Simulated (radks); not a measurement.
These are the eigenvalues of the occupied orbitals of an atom or ion with whole-number occupations (eV). All-electron calculation, scalar-relativistic Kohn-Sham, LDA (Slater exchange, VWN5 correlation), spin-polarised, spherical densities, finite nucleus; Fermi nuclear charge, rms radius of each element as measured or else 0.836 A^(1/3) + 0.57 fm. Program: a radial shooting solver on a logarithmic mesh with Libxc functionals.

| orbital | eigenvalue |
|---|---|
| 1s | -19062.78 |
| 2s | -2901.392 |
| 2p | -2622.947 |
| 3s | -701.2484 |
| 3p | -609.7409 |
| 3d | -460.0440 |

Which element is it, and in what charge state? The configuration may be excited. Open shells, if any, are filled with parallel spins first.

Answer. Z = 41, niobium, charge +13: Nb13+ in [Ar] 3d10. The list shows which subshells hold electrons but not how many an open one holds; the 1s level, -700.54 hartree, gives Z - s = 37.4 by -(Z - s)^2/2, which with screening and relativity narrows Z to a few neighbours, and the depths of the outer levels then fix element, charge and occupations together.
